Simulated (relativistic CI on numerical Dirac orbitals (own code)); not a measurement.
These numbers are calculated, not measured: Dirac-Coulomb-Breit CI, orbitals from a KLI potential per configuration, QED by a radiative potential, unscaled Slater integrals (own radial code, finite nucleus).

The strongest absorption lines from the ground level of an ion, among the configurations computed and to levels below about 4130 eV (vacuum wavelength in Å, gf): 3.9832 (0.67), 4.4360 (1.3), 4.4541 (0.59), 4.4927 (0.038), 5.0858 (0.31), 19.610 (0.73), 33.473 (0.49), 49.893 (0.0078).

Q: Which ion is it?
A. W⁵⁶⁺
B. W⁵⁸⁺
C. W⁵⁴⁺
D. Au⁶¹⁺

A: A. W⁵⁶⁺ has 18 electrons and the ground level 3s²3p⁶ ¹S0; the strongest line goes to 3s²3p⁵4d ¹P°1. The pattern of lines fixes the number of electrons, and along that sequence the line energies rise steadily with the charge (about as its square where n changes within one kind of shell, about linearly where n is kept but much faster in heavy ions where fine structure, which grows about as Z⁴, sets the gap, and irregularly where shells cross), which fixes Z. Configurations outside the model, such as inner-shell arrays, can give stronger lines. At this charge energies of transitions that change n are usually good to better than 1 %, and those within a shell (Δn = 0) to a few per cent.

LS names give the leading component of a level, which can be under half, so a name can repeat, a term be missing and a line seem to break the LS rules.
